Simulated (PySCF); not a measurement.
**M06-L on Ru³⁺ (ruthenium, charge +3)**

Configuration: [Kr] 4d5, high-spin 6S determinant. All numbers are calculated (PySCF 2.14, the spin-free X2C one-electron Hamiltonian (Gaussian nucleus), in x2c-QZVPPall).

| Property | Result |
| --- | --- |
| Total energy | -4528.34 hartree |
| One-electron energy | -6191.73 hartree |
| Hartree (Coulomb) energy | 1797.25 hartree |
| Exchange-correlation energy | -133.87 hartree |
| ⟨S²⟩ | 8.7503 |
| ⟨L²⟩ | 0.000 |
| Sum of ⟨r⟩ | 23.91 bohr |
| Sum of ⟨r²⟩ | 25.79 bohr² |
| Langevin diamagnetic susceptibility | -20.4 ×10⁻⁶ cm³/mol |
| Time after the integrals | of the order of 12 core-seconds |

```
shell  electrons  mean orbital energy (eV)  rms radius, mean of both spins (bohr)
 1s β          1                  -21977.9                                 0.0384
 1s α          1                  -21977.9                                 0.0384
 2s α          1                   -3207.4                                  0.158
 2s β          1                   -3206.4                                  0.158
 2p α          3                   -2872.4                                  0.140
 2p β          3                   -2871.6                                  0.140
 3s α          1                   -601.06                                  0.429
 3s β          1                   -600.57                                  0.429
 3p α          3                   -489.48                                  0.433
 3p β          3                   -488.91                                  0.433
 3d α          5                   -311.25                                  0.420
 3d β          5                   -310.32                                  0.420
 4s α          1                   -115.25                                   1.08
 4s β          1                   -109.83                                   1.08
 4p α          3                   -84.118                                   1.19
 4p β          3                   -78.485                                   1.19
 4d α          5                   -39.036                                   1.52
```

Densities and radii are taken from the X2C orbitals without a picture-change correction, which distorts them close to the nucleus.
